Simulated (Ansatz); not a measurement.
`F[SiH2]N[SiH2][SiH3]`, charge 0, multiplicity 1.

Give a relaxed structure at PBE0-D4/def2-TZVP (Ansatz 0.2.0). (Estimate.)

Computed: 
Cartesian coordinates in Å:
```
F -1.5318 -1.6768 -1.8479
Si -0.2855 -2.1312 -0.9501
N 0.6437 -0.8074 -0.4066
Si 0.3663 0.1838 0.9958
Si -0.1840 2.3849 0.4087
H 0.5519 -2.9922 -1.8157
H -0.8501 -2.8336 0.2216
H 1.3627 -0.4862 -1.0407
H -0.7545 -0.4531 1.7369
H 1.5685 0.1996 1.8772
H -1.4665 2.4205 -0.3435
H 0.8865 2.9533 -0.4581
H -0.3071 3.2384 1.6222
```
This is one stationary point; other conformers may exist.
